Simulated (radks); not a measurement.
Q: Valence configurations of Sr II (all share [Kr]). Method: scalar-relativistic Kohn-Sham, r2SCAN, spin-unpolarised, spherical densities, finite nucleus; meta-GGA in the generalised Kohn-Sham scheme; Fermi nuclear charge, rms radius 4.224 fm; computed with a radial shooting solver on a logarithmic mesh with Libxc functionals. Order these by energy: 4d1; 5p1; 5s1; 4d0.5 5p0.5; 4d0.5 5s0.5.

A: From the lowest, in eV above it: 5s1 0.000; 4d0.5 5s0.5 0.907; 4d1 1.810; 4d0.5 5p0.5 2.228; 5p1 2.834. NIST lists [Kr] 5s1 as the ground configuration; this level of theory agrees among the configurations tried. The energies are those of spherical spin-averaged densities, not of single terms.
